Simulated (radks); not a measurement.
Q: Spherical quantum dot in the effective-mass picture: electrons in a hard-walled sphere of radius 5.25, with a point charge +2 (a donor) at the centre, all in effective atomic units (hartree* = m*/eps^2 hartree, bohr* = eps/m* bohr), one dielectric constant everywhere. Calculated with a radial shooting solver with Libxc functionals: non-relativistic Kohn-Sham, LDA (Slater exchange, Perdew-Wang correlation), spin-polarised, spherical densities. Levels are named by radial order and angular momentum (1s, 1p, 1d, 2s, ...), and open shells are averaged over m. Each electron was tried in the lowest free levels, single moves between levels near the top were tried too, and the lowest total energy was kept; such a search can miss a lower state. Give the order in which the levels fill up to N = 44, the shell closures and the spin along the way.

A: Shells are first occupied in the order 1s, 2s, 1p, 1d, 1f, 1g. Open shells at each N (closed shells left out): 1: 1s(up 1, down 0); 2: none; 3: 2s(up 1, down 0); 4: 1p(up 1, down 0) 2s(up 1, down 0); 5: 1p(up 2, down 0) 2s(up 1, down 0); 6: 1p(up 3, down 0) 2s(up 1, down 0); 7: 1p(up 3, down 0); 8: 1p(up 3, down 1); 9: 1p(up 3, down 2); 10: none; 11: 1d(up 1, down 0); 12: 1d(up 2, down 0); 13: 1d(up 3, down 0); 14: 1d(up 4, down 0); 15: 1d(up 5, down 0); 16: 1d(up 5, down 1); 17: 1d(up 5, down 2); 18: 1d(up 5, down 3); 19: 1d(up 5, down 4); 20: none; 21: 1f(up 1, down 0); 22: 1f(up 2, down 0); 23: 1f(up 3, down 0); 24: 1f(up 4, down 0); 25: 1f(up 5, down 0); 26: 1f(up 6, down 0); 27: 1f(up 7, down 0); 28: 1f(up 7, down 1); 29: 1f(up 7, down 2); 30: 1f(up 7, down 3); 31: 1f(up 7, down 4); 32: 1f(up 7, down 5); 33: 1f(up 7, down 6); 34: none; 35: 1g(up 1, down 0); 36: 1g(up 2, down 0); 37: 1g(up 3, down 0); 38: 1g(up 4, down 0); 39: 1g(up 5, down 0); 40: 1g(up 6, down 0); 41: 1g(up 7, down 0); 42: 1g(up 8, down 0); 43: 1g(up 9, down 0); 44: 1g(up 9, down 1). All shells are closed at N = 2, 10, 20, 34 (there: 1s2 1p6 1d10 2s2 1f14). Largest 2S: 9, at N = 43.
